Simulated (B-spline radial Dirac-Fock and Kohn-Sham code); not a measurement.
## Kohn-Sham estimates against Dirac-Fock for the levels of Sm

System: neutral samarium in the configuration [Xe] 4f6 5d1 6s1 (an excited configuration).

The density-functional columns are spherical, spin-unpolarised Dirac-Kohn-Sham results without Breit or QED terms: −ε is minus the orbital energy of the initial state and ΔSCF the difference of two total energies. The reference in the last column comes from relaxed Dirac-Fock hole states (ΔSCF) with Breit and QED corrections and a finite nucleus. All numbers are from a radial finite-basis atomic code, in eV; a selection of levels is shown. For the 1s level of heavy atoms much of the gap between ΔSCF and the reference is the Breit and QED part, -194.3 eV here; for other levels the error of the functional can be larger.

```tsv
level	LDA −ε	LDA ΔSCF	Dirac-Fock
1s	46580.0	47016.5	46834.4
2s	7608.6	7685.0	7743.4
2p1/2	7215.4	7313.0	7313.7
2p3/2	6613.3	6701.3	6717.9
3s	1665.7	1686.9	1730.4
3p1/2	1496.0	1518.6	1546.3
3p3/2	1374.1	1395.2	1423.5
3d3/2	1078.4	1103.6	1108.0
3d5/2	1052.0	1076.5	1082.1
4s	329.7	337.9	358.4
4p1/2	264.6	272.7	286.4
4p3/2	237.7	245.5	259.6
4d3/2	130.3	137.8	140.0
4d5/2	125.5	132.9	135.2
4f	1.64	7.60	3.29
5p1/2	24.77	29.32	27.83
5p3/2	21.22	25.61	24.37
5d	1.27	4.14	2.95
6s	3.38	5.56	4.47
```

Values without a named source are computed, but for edge energies of neutral atoms, which are taken from tables.
